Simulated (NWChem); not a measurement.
Molecule: CH5AlOS; SMILES [CH3][Al]([OH])[SH]

```xyz
9

Al     0.0924     0.3579    -0.0001
C     -1.3870     1.6403    -0.0003
H     -2.3570     1.1301    -0.0007
H     -1.3548     2.2915    -0.8828
H     -1.3553     2.2909     0.8827
O      1.7596     0.7713     0.0001
H      2.0553     1.6899    -0.0006
S     -0.2805    -1.8119    -0.0001
H      1.0303    -2.1420     0.0000
```
Atoms are numbered in this order, from 1.

STO-3G and 3-21G are far too small for this property and stand as cheap habits. Coordinates come from a B3LYP/6-31G* (spherical d) optimisation.

**Question.** Give the principal values of the shielding tensors (ppm) of Al1, C2, O6, S8 from Hartree-Fock/STO-3G, GIAO (NWChem), with their diamagnetic and paramagnetic parts as GIAO splits them.

**Answer.** 
```csv
atom,σ11,σ22,σ33,isotropic,diamagnetic,paramagnetic
Al1,328.7,415.3,440.9,395.0,781.7,-386.7
C2,239.2,248.8,253.8,247.3,248.2,-0.9
O6,333.3,386.4,446.5,388.7,381.4,7.4
S8,818.6,968.2,1035.3,940.7,1044.7,-104.0
```
